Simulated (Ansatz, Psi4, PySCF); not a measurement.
Mg (SMILES [Mg]), singlet. Base run: PySCF with BLYP/6-31G*.

PySCF was given this input:
```python
from pyscf import gto, scf, dft

mol = gto.M(
    atom='''
Mg    0.000000    0.000000    0.000000
''',
    basis='6-31g*',
    charge=0,
    spin=0,
    verbose=4,
)

mf = dft.RKS(mol)
mf.xc = 'blyp'
mf.kernel()
```

The same geometry, method and basis name were run in Ansatz (a quantum-chemistry and plane-wave program) and Psi4 and PySCF, at each program's defaults and at the settings that a row names. The base is PySCF at its defaults. Differences at the defaults can come from grids, fitting, cores and function types together.

```tsv
code and settings	ΔE vs base (mEh)	basis functions	E (Eh)	SCF cycles
PySCF, defaults (exact integrals, its default grid, spherical functions)	0.000	18	-200.06365	5
Psi4, defaults (density fitting with its default set, its default grid, Cartesian functions)	-1.933	19	-200.06558	6
Ansatz, defaults (factorised integrals, its default grid, Cartesian functions)	-1.930	19	-200.06558	-
PySCF, density fitting with def2-universal-jkfit	-0.010	18	-200.06366	5
PySCF, fine grid	0.000	18	-200.06365	5
Psi4, exact integrals, spherical functions, fine grid	0.000	18	-200.06365	6
Ansatz, high accuracy, Cartesian functions as the basis file defines them	-1.930	19	-200.06558	-
```
